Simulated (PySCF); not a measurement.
## C (carbon, neutral): UHF calculation

Configuration: [He] 2s2 2p2, high-spin 3P determinant. Calculation: PySCF 2.14, in aug-cc-pVDZ (4s3p2d, 23 functions); no relativity, point nucleus.

- Total energy: -37.687763 hartree
- One-electron energy: -50.4260 hartree
- Hartree (Coulomb) energy: 17.8088 hartree
- Exchange energy: -5.0705 hartree
- Kinetic energy: 37.67503 hartree
- ⟨S²⟩: 2.0096
- ⟨L²⟩: 2.017
- Sum of ⟨r⟩: 7.159 bohr
- Sum of ⟨r²⟩: 13.86 bohr²
- Traceless quadrupole moment −½Σ⟨3z² − r²⟩ along its main axis: 1.49 e·bohr²
- Density at the nucleus (Gaussians lack the cusp): 122 bohr⁻³
- Spin density at the nucleus: 0.149 bohr⁻³
- Langevin diamagnetic susceptibility: -11.0 ×10⁻⁶ cm³/mol

| shell | electrons | mean orbital energy (eV) | rms radius, mean of both spins (bohr) |
| --- | --- | --- | --- |
| 1s α | 1 | -308.89 | 0.312 |
| 1s β | 1 | -307.62 | 0.312 |
| 2s α | 1 | -22.596 | 1.76 |
| 2s β | 1 | -15.957 | 1.76 |
| 2p α | 2 | -11.924 | 1.93 |

Spin-orbit constants ζ (cm⁻¹) from the X2C one-electron operator on these orbitals (non-relativistic here): bare nucleus, nucleus screened by l(l+1)(2l+1)/3 electrons, and screened by the Breit-Pauli mean field of the electrons.

| shell | bare | screened nucleus | mean field |
| --- | --- | --- | --- |
| 2p | 56.86 | 37.91 | 29.33 |

To first order the Landé constant is A = 14.67 cm⁻¹, so the lowest level has J = 0 and lies 0.00364 eV below the centre of the term. This holds in LS coupling only.
